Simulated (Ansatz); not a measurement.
Geometry optimisation, Ansatz, RKS B3LYP-D4/6-31G.

Input:

```yaml
crystal:
  periodic: [false, false, false]
  atoms:
    - { symbol: "N", position_ang: [-1.918, 1.9999, 0.5536] }
    - { symbol: C, position_ang: [-1.3797, 0.9022, 0.4978] }
    - { symbol: B, position_ang: [-0.3537, 0.5729, -0.6308] }
    - { symbol: C, position_ang: [0.4528, -0.8518, -0.6859] }
    - { symbol: C, position_ang: [1.3842, -1.0698, 0.4343] }
    - { symbol: F, position_ang: [0.7352, -1.0907, 1.6732] }
    - { symbol: H, position_ang: [-1.7463, 2.7888, -0.1442] }
    - { symbol: H, position_ang: [-1.5753, 0.1727, 1.2388] }
    - { symbol: H, position_ang: [-0.1048, 1.3733, -1.4329] }
    - { symbol: H, position_ang: [0.9149, -0.9452, -1.629] }
    - { symbol: H, position_ang: [-0.4093, -1.6539, -0.6214] }
    - { symbol: H, position_ang: [1.9359, -2.0161, 0.3179] }
    - { symbol: H, position_ang: [2.0847, -0.217, 0.4434] }
basis:
  gaussian: { orbitals: "6-31G" }
hamiltonian:
  xc: b3lyp
  dispersion: d4
relax:
  f_tol: 0.02
  max_steps: 40
scf:
  lower_state_search: "off"
output:
  orbitals: {}
```

Run as:

```bash
$ ansatz run input.yaml --threads 1 --pin off --max-ram 2048MiB --backend cpu --events-out ev --progress --plain --runs-dir out
```

Where does it end, and by what steps?

The forces met the threshold. Limits of this set-up: no polarisation functions. After 19 steps the energy has fallen by 0.782 eV; H9 moved furthest, 1.19 Å.

```csv
step,energy less start (eV),largest force component (eV/Å),accepted
0,0.0000,6.094,yes
1,-0.5691,1.549,yes
2,-0.6181,0.554,yes
3,-0.5701,0.905,no
4,-0.6900,0.295,yes
5,-0.6970,0.173,yes
6,-0.7060,0.151,yes
7,-0.7133,0.260,yes
8,-0.7239,0.346,yes
9,-0.7296,0.659,yes
10,-0.7447,0.318,yes
11,-0.7449,0.475,yes
12,-0.7479,0.564,yes
13,-0.7498,0.746,yes
14,-0.7776,0.166,yes
15,-0.7792,0.115,yes
16,-0.7808,0.051,yes
17,-0.7818,0.064,yes
18,-0.7821,0.032,yes
19,-0.7822,0.019,yes
```

```xyz
13
Properties=species:S:1:pos:R:3
N -1.655 2.234 0.653
C -0.976 1.124 0.630
B -0.557 0.389 -0.686
C 0.537 -0.732 -0.782
C 1.201 -1.158 0.518
F 0.167 -1.548 1.460
H -1.931 2.541 -0.297
H -0.676 0.740 1.607
H -1.085 0.754 -1.702
H 1.308 -0.407 -1.502
H 0.071 -1.608 -1.265
H 1.857 -2.025 0.399
H 1.761 -0.340 0.982
```

Whether the end is a true minimum wasn't checked by a vibrational analysis.

The run took 74 s on 1 thread of Arm Neoverse V1, on a shared host, peak memory 0.16 GiB.
